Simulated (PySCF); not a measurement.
Species: C2H5ClOSi2.
Numbering: `[CH2:1]=[C:2]1[SiH2:3][O:4][Si@H:5]1[Cl:6]`

NICS = −σ at a ghost point: NICS(0) at the centroid of the ring atoms, NICS(1) 1 Å to either side along the normal of their mean plane, zz for the tensor component along that normal. Level: GIAO PBE0/pcSseg-1 (PySCF, non-relativistic, gas phase) on the GFN2-xTB geometry, one conformer.

Ring bond lengths (Å), with Mayer bond orders in brackets: C2–Si3 1.907 (0.89), Si3–O4 1.670 (0.93), O4–Si5 1.658 (0.98), Si5–C2 1.901 (0.87).

Task: What do the NICS probes read (ppm)?

Result: 
| ring | type | NICS(0) | NICS(1), two faces | NICS(1)zz, two faces | rms pucker (Å) | centre to ring atoms, mean (Å) |
| --- | --- | --- | --- | --- | --- | --- |
| C2–Si3–O4–Si5 | 4-membered ring with O and 2 Si; formal bonds all single | -1.5 | -1.8 / -1.6 | -1.0 / 1.4 | 0.00 | 1.26 |

Task: What do they say, and how far can they be read as aromaticity?

Result: 
- C2–Si3–O4–Si5: mean NICS(1)zz 0.2 ppm, near zero. Si3, Si5 have four or more neighbours, and the NICS criterion for π rings isn't applied.

On one thread, Intel Xeon (x86_64), no GPU, shared host with 64 logical CPUs at a one-minute load of 62, this took 21 s and 0.71 GiB of memory at its peak. This is the whole shielding run at PBE0/pcSseg-1, SCF included.
